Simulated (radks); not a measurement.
Coulomb parameter of the 4f shell of the europium ion Eu2+ in the model configuration [Xe] 4f5 5d2, as a second difference U = [E(n + 0.25) + E(n - 0.25) - 2 E(n)] / (0.25)^2 with all orbitals relaxed. "Bare": the charge of the atom changes with n. "Screened": the 5d shell takes up the change at fixed total charge, which measures U(4f,4f) + U(5d,5d) - 2 U(4f,5d). All-electron calculation, Dirac Kohn-Sham, LDA (Slater exchange, Perdew-Wang correlation), spin-unpolarised, spherical densities, finite nucleus; open shells are shared between the two j in proportion to 2j + 1; Fermi nuclear charge, rms radius 5.1115 fm. Program: a radial shooting solver on a logarithmic mesh with Libxc functionals.

case                 configuration  E - E(n) (eV)
start                 [Xe] 4f5 5d2          0.000
bare +0.25         [Xe] 4f5.25 5d2         -6.714
bare -0.25         [Xe] 4f4.75 5d2          7.826
screened +0.25  [Xe] 4f5.25 5d1.75         -2.857
screened -0.25  [Xe] 4f4.75 5d2.25          3.209

U(bare) = 17.797 eV, U(screened by 5d) = 5.626 eV.
